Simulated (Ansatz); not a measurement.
Geometry optimisation, RKS PBE-D4/def2-SVP in Ansatz.

Input:

```yaml
crystal:
  periodic: [false, false, false]
  atoms:
    - { symbol: B, position_ang: [-1.4845, 0.45551, -0.63417] }
    - { symbol: Se, position_ang: [-0.66367, -0.59818, 0.64896] }
    - { symbol: S, position_ang: [1.60157, -0.23264, 0.16966] }
    - { symbol: H, position_ang: [-2.64889, 0.47445, -0.60807] }
    - { symbol: H, position_ang: [-0.87955, 1.06749, -1.41605] }
    - { symbol: H, position_ang: [1.99288, 0.29023, 1.35491] }
    - { symbol: H, position_ang: [2.08216, -1.45686, 0.48475] }
total_charge: 1
basis:
  gaussian: { orbitals: def2-SVP }
hamiltonian:
  xc: pbe
  dispersion: d4
relax:
  f_tol: 0.015
  max_steps: 40
```

Run as:

```bash
$ ansatz run input.yaml --threads 1 --pin off --max-ram 2048MiB --backend cpu --events-out ev --progress --plain --runs-dir out
```

Question: Where does it end, and by what steps?

Answer: It converged. The force dipped under the threshold on the way, but the program's further checks kept it going. Limits of this set-up: the dipole of an ion depends on the origin. After 9 steps the energy has fallen by 0.121 eV; H6 moved furthest, 0.15 Å.

```tsv
step	energy less start (eV)	largest force component (eV/Å)	accepted
0	0.0000	1.260	yes
1	-0.0715	0.354	yes
2	-0.1131	0.125	yes
3	-0.1166	0.069	yes
4	-0.1184	0.093	yes
5	-0.1201	0.219	yes
6	-0.1212	0.021	yes
7	-0.1206	0.052	no
8	-0.1213	0.005	yes
9	-0.1214	0.010	yes
```

```xyz
7
Properties=species:S:1:pos:R:3
B -1.467 0.466 -0.677
Se -0.675 -0.510 0.748
S 1.590 -0.158 0.221
H -2.676 0.395 -0.569
H -0.862 1.055 -1.540
H 2.048 0.204 1.467
H 2.043 -1.451 0.351
```

Run time: 13 s on 1 thread of Intel(R) Xeon(R) 6975P-C (Granite Rapids), on a shared host, peak memory 0.13 GiB.
